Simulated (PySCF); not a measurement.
Species: ethyl 4,4,4-trifluorobut-2-ynoate, C₆H₅F₃O₂.
Cartesian coordinates in Å at the PBE0-D3(BJ)/def2-SVP level; atoms count from 1:
```xyz
16
C6H5F3O2 angstrom
C     -2.8926   -0.0581    1.0169
C     -2.2667   -0.2571   -0.3432
O     -0.8941    0.1573   -0.3484
C     -0.0022   -0.7294    0.0734
O     -0.2378   -1.8484    0.4413
C      1.3413   -0.1654    0.0349
C      2.4727    0.2580    0.0297
C      3.8474    0.7791    0.0133
F      4.6499    0.0379    0.7711
F      4.3320    0.7795   -1.2253
F      3.8853    2.0268    0.4731
H     -3.9639   -0.3048    0.9742
H     -2.7915    0.9867    1.3453
H     -2.4218   -0.7137    1.7633
H     -2.7450    0.3701   -1.1073
H     -2.3191   -1.3102   -0.6563
```

The calculation used PBE0-D3(BJ)/def2-SVP geometry optimisation, gas phase in PySCF.

Masses are those of the commonest isotopes; rigid-rotor values at the optimised geometry. The values belong to one conformer with, in the numbering `[CH3:1][CH2:2][O:3][C:4](=[O:5])[C:6]#[C:7][C:8]([F:9])([F:10])[F:11]`, C1–C2–O3–C4 84°, C2–O3–C4–O5 1°.

Task: What are A, B and C (MHz)?

Result: Ia = 174.98, Ib = 1313.92, Ic = 1355.21 u·Å²; 505379 MHz·u·Å²/I gives A = 2888, B = 384.6, C = 372.9 MHz.

Task: Classify the top.

Result: A near-prolate asymmetric top; Ray's κ = -0.991.

Task: What does the inertial defect say?

Result: Not planar: Δ = Ic − Ia − Ib = -133.68 u·Å². For a rigid frame Δ = −2 Σ m c², so Σ m c² = 66.84 u·Å² lies off the ab plane: 6.97 from hydrogen and 59.87 from heavier atoms. The atom farthest from that plane is 1.50 Å away.

Task: Where do the levels up to J = 3 lie, in MHz?

Result: Above 0(0,0):
J = 1: 1(0,1) 758, 1(1,1) 3261, 1(1,0) 3273
J = 2: 2(0,2) 2273, 2(1,2) 4765, 2(1,1) 4800, 2(2,1) 12311, 2(2,0) 12311
J = 3: 3(0,3) 4545, 3(1,3) 7020, 3(1,2) 7090, 3(2,2) 14583, 3(2,1) 14583, 3(3,1) 27131, 3(3,0) 27131

Task: Predict some low-J microwave lines.

Result: The dipole components are |μa| = 2.70 D, |μb| = 1.51 D, |μc| = 0.32 D. Intensities carry the squares of the components, which stand as 1.00 : 0.31 : 0.01 (a : b : c). Some lines, for components of 0.1 D or more:

| type | branch | J(Ka,Kc) | MHz | lower level (cm⁻¹) |
| --- | --- | --- | --- | --- |
| b | R | 4(0,4) ← 3(1,3) | 555 | 0.234 |
| a | R | 2(0,2) ← 1(0,1) | 1515 | 0.025 |
| a | R | 3(1,3) ← 2(1,2) | 2255 | 0.159 |
| a | R | 3(0,3) ← 2(0,2) | 2272 | 0.076 |
| a | R | 3(2,2) ← 2(2,1) | 2273 | 0.411 |
| c | Q | 4(1,4) ← 4(0,4) | 2451 | 0.253 |
| c | Q | 2(1,2) ← 2(0,2) | 2492 | 0.076 |
| b | Q | 2(1,1) ← 2(0,2) | 2527 | 0.076 |
| b | Q | 3(1,2) ← 3(0,3) | 2545 | 0.152 |
| a | R | 4(1,4) ← 3(1,3) | 3007 | 0.234 |
| a | R | 4(0,4) ← 3(0,3) | 3030 | 0.152 |
| a | R | 4(1,3) ← 3(1,2) | 3054 | 0.236 |
| c | R | 1(1,0) ← 0(0,0) | 3273 | 0.000 |
| c | Q | 3(2,2) ← 3(1,2) | 7493 | 0.236 |
| b | Q | 2(2,1) ← 2(1,2) | 7546 | 0.159 |
| b | Q | 4(2,3) ← 4(1,4) | 7587 | 0.334 |
| c | R | 3(2,1) ← 2(1,1) | 9784 | 0.160 |
| c | R | 4(2,2) ← 3(1,2) | 10524 | 0.236 |
| c | R | 4(2,3) ← 3(1,3) | 10594 | 0.234 |
| b | Q | 3(3,1) ← 3(2,2) | 12547 | 0.486 |
| c | R | 3(3,1) ← 2(2,1) | 14820 | 0.411 |
| b | R | 4(3,2) ← 3(2,1) | 15577 | 0.486 |
| c | R | 4(3,2) ← 3(2,2) | 15578 | 0.486 |
| c | R | 4(4,1) ← 3(3,1) | 20596 | 0.905 |
| b | R | 4(4,0) ← 3(3,1) | 20596 | 0.905 |

Stationary, but not proved a minimum. Zero-point vibration and centrifugal distortion are left out. A rigid rotor knows nothing of internal rotation, which can split or shift real lines.

The run took about 4 min of CPU time (one thread, shared machine). That covers the optimisation of the geometry.
